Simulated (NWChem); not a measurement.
SiAsH3OF2; SMILES O[Si](F)(F)[AsH2]

```xyz
8

O      1.5403     1.4477    -0.0118
Si     0.0127     0.8558    -0.0002
F     -0.8011     1.4293    -1.2734
F     -0.7815     1.4303     1.2849
As    -0.0579    -1.4748     0.0006
H      1.6576     2.4041    -0.0094
H      1.0088    -1.5170     1.0883
H      0.9888    -1.5169    -1.1064
```
Atoms are numbered in this order, from 1.

Program: NWChem. Pople sets run with spherical d functions. Medium grid unless said otherwise, to which SCAN and Minnesota functionals are sensitive. Coordinates come from a PBE0/def2-SVP optimisation.

**Question.** Order these by “orbital gap (eV)”, lowest first: B3LYP/6-31G*; MN15/6-31G*; M06-2X/6-31G*; Hartree-Fock/6-31G*; MN15-L/6-31G*.

**Answer.** MN15-L/6-31G* (6.96), B3LYP/6-31G* (7.94), MN15/6-31G* (9.50), M06-2X/6-31G* (10.34), Hartree-Fock/6-31G* (14.21)
